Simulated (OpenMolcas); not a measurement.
## Levels of Ag5+ by method

- Program: OpenMolcas
- Basis: ANO-RCC-VTZP [7s6p4d2f1g]
- Scalar Hamiltonian: DKH2, point nucleus
- Active space: 12 electrons in 8 orbitals (RAS1 4p, at most 2 holes; RAS2 4d)
- State averaging: 2S+1 = 5 even, 5 roots; 2S+1 = 3 even, 45 roots; 2S+1 = 1 even, 49 roots
- Spin-orbit coupling: state interaction with AMFI integrals over the reference wave functions, term energies averaged over their components

Methods on the same reference wave functions:
A. RASSCF
B. SS-RASPT2, IPEA 0.25 Eh, imaginary shift 0.1 Eh (closed shells correlated: 4s)
C. MS-RASPT2, IPEA 0.25 Eh, imaginary shift 0.1 Eh (closed shells correlated: 4s)

Energies in eV above 4d6 5D4, the measured ground level; measured values from the list in Gamrath, thesis, University of Mons (2023).

```csv
Level,A,B,C,Measured
4d6 5D4,0.0000,0.0000,0.0000,0.0000
4d6 5D3,0.3192,0.321,0.320,0.3338
4d6 5D2,0.4772,0.479,0.479,0.4901
4d6 5D1,0.5920,0.595,0.596,0.6126
4d6 5D0,0.6438,0.647,0.650,0.6670
4d6 3P2(1),2.8035,2.759,2.748,2.6088
4d6 3H6,3.2039,2.792,2.791,2.6672
4d6 3H5 [73 %],3.2370,2.837,2.836,2.7043
4d6 3F3(1) [73 %],3.4003,3.176,3.175,3.0303
4d6 3F2(1),3.5128,3.322,3.294,3.1376
4d6 3P1(1),3.7024,3.653,3.619,3.5003
4d6 3P0(1) [71 %],3.7251,3.720,3.711,
4d6 3G5 [73 %],3.9885,3.597,3.596,3.4664
4d6 3G4,4.1744,3.817,3.815,3.6773
4d6 3G3 [74 %],4.2575,3.910,3.898,3.7643
4d6 3D2,4.5882,4.245,4.255,4.0481
4d6 3D1,4.6754,4.342,4.348,4.1607
4d6 3D3,4.7181,4.362,4.358,4.1546
4d6 1I6,4.9897,4.407,4.406,4.2396
4d6 1G4(1),5.0463,4.833,4.810,4.6471
4d6 1S0 [67 %],5.4444,5.442,5.371,
4d6 1D2(1),5.7758,5.416,5.403,5.1295
4d6 1F3,6.4293,5.840,5.838,5.5451
4d6 3P0(2),7.0179,6.564,6.636,
```

Deviations, from unrounded energies. A percentage is the sum of absolute deviations over the sum of measured energies, with the sign that they share, or ± where signs differ.

```tsv
Against measurement	Levels	A	B	C
mean absolute deviation (cm-1)	20	3300	1200	1100
fine structure of the ground term (%)	4	-3.4	-2.9	-2.8
other terms of the ground configuration (%)	16	+13.3	+4.7	+4.5
```

B, C lie about equally close to measurement and A furthest from it. The largest miss of C in the table is 4d6 1F3, by +2400 cm-1. The ranking rests on the paired levels alone, and a cruder setting can come out closer through cancelling errors.

Between B and C the level of the table that moves most is 4d6 3P0(2), by 580 cm-1 (lowest in B, highest in C). Moves below CASPT2's spread within the term are not significant.

The mean deviations of B to C differ by less than CASPT2's widest spread within a term (1200 cm-1), so their order carries little weight.

From A to B the spin-free energies of the other terms of 4d6 shown, above 5D, scale by factors of 0.87 to 1.01.

The lowest spin-free term lies below A's lowest term by 0.340 hartree in B, 0.340 hartree in C.

CASPT2 does not keep the components of a term degenerate, so their means are used; among the terms shown or strongly mixed into the levels shown the widest spread is 1200 cm-1 (4d6 1I, C). Active for correlation alone: 4p; no level in the range computed is led by a configuration that opens it, so any true level of that kind is missing. Without dynamic correlation excited terms often stand tens of per cent too high (terms of higher spin than the ground term too low), and those without a measured partner can miss by more than the paired ones (holds for A). Some levels mix across a computed gap that differs much from the measured one, so their mixing is not that of the real levels (holds for A). The CASPT2 spread within a term exceeds the gap to the next term for 4d6 1I and 4d6 3D, so the order of their levels is uncertain (holds for C). Measured partners are found by configuration, term and J. A level has none where our copy of the source lacks it or the pairing is in doubt (some pairs that miss far off the trend of their configuration count as doubtful), and it then counts in no deviation. Only configurations of the active space appear. The table leaves out levels that lie high or whose names do not pair safely across all columns.

A share in square brackets marks a mixed level and gives the weight of the term that names it, the lowest over the columns. A number in round brackets counts repeated terms of one configuration in the order of the reference energies.
